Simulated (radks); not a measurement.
Values are calculated unless marked as measured or tabulated.
Fe I, 26 electrons, occupied as [Ar] 3d6 4s1 5s1 (not the ground configuration).

Level of theory: scalar-relativistic Kohn-Sham, PBEsol, spin-polarised, spherical densities, point nucleus; open shells are filled with parallel spins first (a radial shooting solver on a logarithmic mesh with Libxc functionals).

Energy parts (hartree):
total: -1271.21211
kinetic: 1286.29864
electron-nucleus: -3037.26899
Hartree: 534.17629
exchange-correlation: -54.41805

Orbitals (lengths in bohr, moments of r in powers of bohr):
orbital  occ.  eigenvalue (hartree)     <r^2>
1s up       1             -257.0871  0.004602
1s down     1             -257.0854  0.004602
2s up       1             -30.26626   0.08441
2s down     1             -30.19494   0.08414
2p up       3             -25.81757   0.06839
2p down     3             -25.76306   0.06810
3s up       1              -3.67020    0.7600
3s down     1              -3.51187    0.7638
3p up       3              -2.42653    0.8684
3p down     3              -2.27002    0.8757
3d up       5              -0.49690     1.595
3d down     1              -0.34683     1.765
4s up       1              -0.34472     8.222
4s down     0              -0.25814     9.471
5s up       1              -0.06077     70.87

The highest occupied level is 5s up at -1.654 eV. The configuration is held as typed, so some empty levels lie below it. Summed over all electrons, <r^2> = 96.18 bohr^2, which gives a Langevin (diamagnetic) susceptibility term of -76.2 x 10^-6 cm^3/mol. Spin moment in Bohr magnetons: 6. The density falls to 0.001 e/bohr^3 at r = 3.87 bohr.
